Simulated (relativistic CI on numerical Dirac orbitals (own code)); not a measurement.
**Sensitivity of the levels of Cu I to α and to the nuclear radius**

Method of calculation: Dirac-Coulomb-Breit CI, separate exchange-only KLI orbitals for each configuration, valence Slater integrals scaled by 0.85, P86 correlation energy added to each configuration, derivatives by finite differences, QED left out (own radial code, finite nucleus).

Configurations in the expansion (outside the closed core [Ar]): 3d¹⁰4s, 3d⁹4s², 3d¹⁰4p, 3d⁹4s4p, 3d¹⁰5s, 3d¹⁰4d, 3d¹⁰5p, 3d¹⁰4f. Levels of other configurations are missing.

With x = (α/α₀)² − 1 an excitation energy changes as ω = ω₀ + qx; K = 2q/ω₀ is the relative enhancement. Terms are leading LS components, so labels can repeat. The field-shift factor is F = δν/δ⟨r²⟩ for the transition from the lowest level.

Lowest level 3d¹⁰4s ²S1/2.

| Level | ω₀ (cm⁻¹) | q (cm⁻¹) | F (GHz/fm²) |
| --- | --- | --- | --- |
| 3d⁹4s² ²D5/2 | 1402.5 | -4258 | 1.58 |
| 3d⁹4s² ²D3/2 | 3377.0 | -2321 | 1.59 |
| 3d⁹4s4p ⁴P°5/2 | 21791.8 | -3188 | 0.763 |
| 3d⁹4s4p ⁴P°3/2 | 22797.9 | -2302 | 0.746 |
| 3d⁹4s4p ⁴F°9/2 | 23121.6 | -2973 | 0.769 |
| 3d⁹4s4p ⁴F°7/2 | 23444.6 | -2896 | 0.767 |
| 3d⁹4s4p ⁴P°1/2 | 23579.6 | -1457 | 0.715 |
| 3d⁹4s4p ⁴F°5/2 | 23899.8 | -2578 | 0.766 |
| 3d¹⁰4p ²P°1/2 | 24510.2 | 321.8 | -0.306 |
| 3d⁹4s4p ⁴F°3/2 | 24529.4 | -1750 | 0.777 |
| 3d¹⁰4p ²P°3/2 | 24674.8 | 588.5 | -0.377 |
| 3d⁹4s4p ⁴D°7/2 | 25319.4 | -2910 | 0.777 |
| 3d⁹4s4p ⁴D°5/2 | 25847.6 | -2607 | 0.767 |
| 3d⁹4s4p ⁴D°3/2 | 26433.7 | -1930 | 0.775 |
| 3d⁹4s4p ⁴D°1/2 | 26827.9 | -1436 | 0.768 |
| 3d⁹4s4p ²F°5/2 | 26937.4 | -1842 | 0.711 |
| 3d⁹4s4p ²F°7/2 | 27707.8 | -1258 | 0.708 |
| 3d⁹4s4p ²D°3/2 | 28341.9 | -1908 | 0.713 |
| 3d⁹4s4p ²D°5/2 | 28937.7 | -1419 | 0.718 |
| 3d⁹4s4p ²P°1/2 | 29213.8 | -1416 | 0.487 |
| 3d⁹4s4p ²P°3/2 | 29511.1 | -1258 | 0.526 |
| 3d¹⁰5s ²S1/2 | 36295.6 | 1111 | -0.456 |
| 3d¹⁰5p ²P°3/2 | 40803.0 | -554.9 | 0.07 |

Correlation outside the listed configurations is missing or only estimated: errors of thousands of cm⁻¹ between configurations and terms are usual at this charge. Rates and lifetimes follow the computed energies and can be off by large factors. The fine structure of a lone outer electron comes out too small, for d and f at times inverted, and misplaced configurations move strength between like terms.

Question: Which transition from the lowest level has the largest |K|?

Answer: 3d⁹4s² ²D5/2 at 1402.5 cm⁻¹, K = -6.07.
